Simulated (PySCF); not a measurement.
O4Os, SMILES [O]=[Os](=[O])(=[O])=[O] (connectivity only; charge and spin as stated), charge -1, multiplicity 2. Atoms are numbered in the order given.

```xyz
5

Os     0.0000     0.0000     0.0000
O      1.0556     1.0556    -0.9252
O      1.0556    -1.0556     0.9252
O     -1.0556    -1.0556    -0.9252
O     -1.0556     1.0556     0.9252
```
Charge -1, spin multiplicity 2.

Geometry optimised at B3LYP-D3(BJ)/def2-SVPD. The spin state was assumed, not searched. The isomer is the one that the SMILES or the coordinates give; other isomers of the formula were not compared. The def2 effective core potentials stand for the cores of Os; spin–orbit coupling is left out.

Method: PBE/def2-SVPD in PySCF.

Mulliken values depend strongly on the basis, most of all with diffuse functions as here. ESP charges are fitted to the potential on shells at 1.4 to 2.0 van der Waals radii. Atomic charges (e):

```json
[
 {"atom": "Os1", "ESP fit": "1.19", "Mulliken": "2.05", "Mulliken spin": "0.55"},
 {"atom": "O2", "ESP fit": "-0.55", "Mulliken": "-0.76", "Mulliken spin": "0.11"},
 {"atom": "O3", "ESP fit": "-0.55", "Mulliken": "-0.76", "Mulliken spin": "0.11"},
 {"atom": "O4", "ESP fit": "-0.55", "Mulliken": "-0.76", "Mulliken spin": "0.11"},
 {"atom": "O5", "ESP fit": "-0.55", "Mulliken": "-0.76", "Mulliken spin": "0.11"}
]
```
